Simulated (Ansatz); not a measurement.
`CB[SiH2][SiH2]F`, relaxed with RKS PBE-D4/def2-SVP in the Gaussian-basis code of Ansatz from a rough embedded geometry. The force threshold is 0.03 eV/Å; the program also tests the step.

Total charge 0; spin multiplicity 1.

Start:

```xyz
13

C     1.289    1.281    0.870
B     1.427    0.057   -0.019
Si   -0.025   -0.462   -1.151
Si   -1.877   -0.993    0.063
F    -3.103   -1.410   -0.909
H     0.418    1.184    1.625
H     1.065    2.206    0.279
H     2.181    1.449    1.491
H     2.397   -0.549   -0.046
H     0.335   -1.677   -1.948
H    -0.357    0.625   -2.122
H    -1.539   -2.026    0.997
H    -2.212    0.315    0.871
```

Question: How much energy does the relaxation release, and in how many steps? (Best estimate.)

Answer: The calculation gave: 0.50 eV, in 12 steps.

Question: Which bonds change most? (Best estimate.)

Answer: Computed: B2–Si3 from 1.912 to 2.015 Å; Si3–Si4 from 2.277 to 2.363 Å; B2–H9 from 1.145 to 1.222 Å; Si4–H12 from 1.433 to 1.506 Å.

Question: Give the relaxed structure. (Best estimate.)

Answer: Ansatz gave: 
```xyz
13

C     1.410    1.423    0.837
B     1.385    0.040    0.114
Si   -0.004   -0.442   -1.264
Si   -1.907   -1.026    0.011
F    -3.156   -1.449   -0.976
H     0.933    1.221    1.831
H     0.842    2.248    0.365
H     2.437    1.762    1.093
H     2.151   -0.834    0.493
H     0.325   -1.620   -2.143
H    -0.435    0.717   -2.130
H    -1.628   -2.189    0.926
H    -2.351    0.149    0.844
```
